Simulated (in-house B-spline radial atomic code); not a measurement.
The numbers below are computed, except where a source is named.
**Stopping and range of 120 keV Ti in InSb**

The pair potential comes from two frozen, spherical free-atom densities (PBE, B-spline radial code, scalar-relativistic past argon): electrostatics plus the change in Thomas-Fermi kinetic and Dirac exchange energy where they overlap, the recipe behind the universal ZBL potential, which averages such potentials (from solid-state densities) over many pairs. It is written V = (Z1 Z2 e²/r) φ(r/a), with e² = 14.3996 eV·Å and a = 0.46850 Å/(Z1^0.23 + Z2^0.23); ZBL's fit is φ = 0.18175 e^(−3.1998x) + 0.50986 e^(−0.94229x) + 0.28022 e^(−0.4029x) + 0.02817 e^(−0.20162x). Where φ falls below 4e-4 it is continued as an exponential.

The target is taken as amorphous, with density 5.77 g/cm³ (NSM archive of the Ioffe Institute); channelling is ignored. Masses: Ti 47.87, In 114.82, Sb 121.76 u. Nuclear stopping is S_n = 4π a Z1 Z2 e² M1/(M1 + M2) × s_n(ε), with s_n integrated over impact parameters for each pair. Electronic stopping is Lindhard and Scharff's S_e = Z1^(1/6) 8π e² a0 Z1 Z2/(Z1^(2/3) + Z2^(2/3))^(3/2) × v/v0, with a0 = 0.529177 Å and v = v0 at 24.801 keV/u; it misses the oscillations with Z1 seen in experiment, which reach tens of per cent. Compounds add by atom fraction.

```json
{"target atom": "In", "a (Å)": "0.10449", "ε at this energy": "0.5701", "s_n, this pair": "0.3477", "s_n, ZBL potential": "0.3399"}
{"target atom": "Sb", "a (Å)": "0.10397", "ε at this energy": "0.5543", "s_n, this pair": "0.3479", "s_n, ZBL potential": "0.3408"}
```

Q: What are the atom density and the stopping powers at entry?

A: N = 5.77 × 0.602214/118.29 = 0.02938 atoms/Å³. For In: S_n = 5998 × 0.3477 = 2085 eV·Å², S_e = 3.2396 × √120000 = 1122 eV·Å². For Sb: S_n = 5957 × 0.3479 = 2073 eV·Å², S_e = 3.2874 × √120000 = 1139 eV·Å². Averaged over the target's atoms (half each) and times N × 10 Å/nm, the ion loses N S_n = 611 eV/nm to recoils and N S_e = 332 eV/nm to electrons; the nuclear share is 65 %.

Along the track:

| E (keV) | N S_n (eV/nm) | N S_e (eV/nm) |
| --- | --- | --- |
| 6 | 434 | 74.3 |
| 18 | 563 | 129 |
| 36 | 615 | 182 |
| 60 | 631 | 235 |
| 90 | 625 | 288 |
| 120 | 611 | 332 |

Q: Estimate the path length and the projected range.

A: With continuous slowing down the path is the integral of dE/(N (S_n + S_e)). Trapezoids over the table give 140 nm, and the stretch below the first row, with stopping taken as √E, adds 2E/(N S) = 24 nm: 163 nm in all, against 159 nm on a fine grid from 5 eV. Deflections shorten the depth: to first order in the energy passed on, N (S_n + S_e) dR_p/dE = 1 − N S_n (M2/M1) R_p/(2E), summed over the target's atoms, and integrating this on the fine grid gives R_p = 73.3 nm, 0.46 of the path. Lindhard's rule of thumb R/(1 + M2/3M1), with mean M2/M1 = 2.47, gives 87 nm; it is meant for M2/M1 below about 2. On the ZBL potential the same equation gives 74.9 nm, and the full integral equation, which keeps hard collisions, 80.7 nm.
